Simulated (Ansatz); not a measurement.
`O[Si](O)(F)S` → `OO` + `F[Si]S`  (silylene formation by 1,1-elimination)

Gas-phase electronic energies from Ansatz, PBE0-D4/def2-TZVP geometries. CBS: MP2 limit from def2 TZ/QZ plus the TZ coupled-cluster correction, frozen cores. This one scheme is used for every species. Each species was taken in one conformer, which may not be the lowest.

```tsv
species	CCSD(T)/def2-SVP energy (Eh)
`O[Si](O)(F)S`	-937.97849
`OO`	-151.05767
`F[Si]S`	-786.67082
```

Problem. Work out ΔE.

Solution. ΔE = (-151.05767) + (-786.67082) − (-937.97849) = 0.25000 Eh = +656.4 kJ/mol. CCSD(T)/CBS gives +719.0 kJ/mol.

Largest T1 diagnostic among the species: 0.015.

The D4 term adds +14.6 kJ/mol with B3LYP and +7.7 kJ/mol with PBE0; it sums over pairs of atoms, weighted by their polarisabilities, and B3LYP, whose exchange is more repulsive, gets the larger term. From r2SCAN to r2SCAN0 (25 % exact exchange), in def2-TZVPP and without D4, ΔE moves by +22.7 kJ/mol.

B3LYP here is the variant with VWN-RPA as its local correlation; programs differ in this.
